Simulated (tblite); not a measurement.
Species: C8H6NO (doublet state).
Atom-mapped SMILES: `[CH3:1][c:2]1[cH:3][cH:4][c:5]([O:6])[cH:7][c:8]1[C:9]#[N:10]` (hydrogens: H11, H12, H13 on C1; H14 on C3; H15 on C4; H16 on C7)

Calculated harmonic vibrations of the isolated species, GFN2-xTB (tblite), most abundant isotopes, no scaling. The method is semi-empirical: single wavenumbers can be off by several per cent or more. Open shells enter through the occupations alone, without spin polarisation, and single modes of such species can be off by tens of per cent.

Harmonic wavenumbers (cm⁻¹): 42.8, 95.0, 125.3, 129.7, 260.0, 301.2, 327.5, 408.7, 425.3, 435.2, 485.7, 573.4, 609.0, 663.1, 708.1, 758.4, 776.2, 827.8, 917.4, 920.9, 998.3, 1000.0, 1108.2, 1161.0, 1202.3, 1220.6, 1271.3, 1368.2, 1392.2, 1410.0, 1446.2, 1460.0, 1484.3, 1548.9, 1567.5, 2378.8, 2984.4, 3006.4, 3053.4, 3069.3, 3096.0, 3099.4.

A = 2356, B = 1106, C = 756.2 MHz; mass 132.045 u (most abundant isotopes); point group Cs, symmetry number 1; spin multiplicity 2.

Question: Zero-point energy?

Answer: Half the sum of the wavenumbers: 25059 cm⁻¹ = 299.77 kJ/mol.

Question: What is S at 298.15 K and 1 bar for an ideal gas of classical rigid rotors and harmonic oscillators?

Answer: Translation 169.76, rotation 123.34, vibration 106.08, spin (R ln 2) 5.76: S = 404.9 J/(mol K).

Question: And Cp and H(298.15 K) − H(0)?

Answer: Cp = 149.06 J/(mol K), of which vibrations give 115.80 (their classical limit is 42 R = 349.2); H(298.15 K) − H(0) = 26.89 kJ/mol without the zero-point energy, 16.97 from vibrations.

Question: Blend soft modes into free rotors: weight 1/[1 + (100 cm⁻¹/ν̃)⁴] for the oscillator and the rest for a rotor with moment μB/(μ + B), μ = h/(8π²ν), B = 10⁻⁴⁴ kg m². What vibrational entropy results?

Answer: 98.04 J/(mol K) in place of 106.08, which changes −T·S at 298.15 K by +2.40 kJ/mol.

Question: Which modes carry the vibrational entropy at 298.15 K?

Answer: 42.8 cm⁻¹: 21.44; 95.0 cm⁻¹: 14.87; 125.3 cm⁻¹: 12.62; 129.7 cm⁻¹: 12.34; 260.0 cm⁻¹: 6.95; 301.2 cm⁻¹: 5.90 J/(mol K); the other 36 give 31.94 together.

Question: What must be added to the electronic energy to get the Gibbs energy at 298.15 K and 1 bar?

Answer: ZPE + [H(298.15 K) − H(0)] − T·S = 299.77 + 26.89 − 120.73 = 205.93 kJ/mol.

Question: How do the functions run with temperature in this model?

Answer: 
| T (K) | S (J/(mol K)) | Cp (J/(mol K)) | H − H(0) (kJ/mol) | G − H(0) (kJ/mol) | ln q(vib) |
| --- | --- | --- | --- | --- | --- |
| 50 | 250.8 | 51.7 | 2.04 | -10.50 | 0.46 |
| 100 | 292.5 | 70.7 | 5.10 | -24.15 | 1.47 |
| 373.15 | 441.4 | 176.3 | 39.11 | -125.60 | 7.64 |
| 500 | 498.6 | 215.1 | 64.04 | -185.27 | 10.55 |
| 750 | 596.6 | 267.5 | 124.92 | -322.57 | 16.09 |
| 1000 | 678.4 | 300.0 | 196.16 | -482.24 | 21.22 |

q(vib) and H(0) count from the zero-point level.

Hindered rotation and anharmonicity are outside this model.
